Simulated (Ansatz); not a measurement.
`[NH2][In]([NH2])[Cl]` + H₂S → `[NH2][In]([NH2])[SH]` + HCl  (ligand exchange at the In–Cl bond)

Program: Ansatz. Geometries: PBE0-D4/def2-TZVP. ΔE: electronic, gas phase. CCSD(T)/CBS adds triple-zeta CCSD(T) − MP2 to the extrapolated MP2 energy (def2 sets, frozen cores). This one scheme is used for every species. DFT in def2-TZVPP. B3LYP here is the variant with VWN-RPA as its local correlation; programs differ in this. HSE06 is defined as in plane-wave codes. Elements past krypton have def2 core potentials. For In outer-core shells are correlated without core-valence functions, which leaves a few kJ/mol of doubt a bond. Each species was taken in one conformer, which may not be the lowest.

| level | ΔE (kJ/mol) | difference from CCSD(T)/CBS |
| --- | --- | --- |
| B97M-V | 37.6 | 5.4 |
| PBE0-D4 | 31.7 | -0.5 |
| BHLYP-D4 | 37.9 | 5.7 |
| PBE-QIDH | 32.8 | 0.6 |
| PBE0 | 32.8 | 0.6 |
| B3LYP | 36.8 | 4.6 |
| r2SCANh | 34.7 | 2.5 |
| HSE06 | 32.8 | 0.6 |
| CAM-B3LYP | 37.9 | 5.7 |
| CCSD(T)/def2-SVP | 38.4 | 6.2 |
| CCSD(T)/CBS | 32.2 | 0 |

(1) What do rigid-rotor, harmonic-oscillator terms from PBE0-D4/def2-TZVP frequencies (298.15 K, 1 bar) make of the CCSD(T)/CBS value? (Estimate.)

Largest T1 diagnostic among the species: 0.014.

Results:

(1) Ansatz gave: ΔZPE = -1.5 kJ/mol, ΔH = +31.5 kJ/mol, ΔS = 0 J/(mol·K), ΔG = +31.5 kJ/mol.

In def2-TZVPP, CCSD(T) changes the Hartree–Fock value by −15.8 kJ/mol (the triples alone add −2.0 kJ/mol) and MP2 by −17.3 kJ/mol. At CCSD(T), def2-SVP lies +6.2 kJ/mol from the extrapolated value and def2-TZVPP −0.8 kJ/mol. From BLYP to BHLYP (50 % exact exchange), in def2-TZVPP and without D4, ΔE moves by +4.2 kJ/mol.
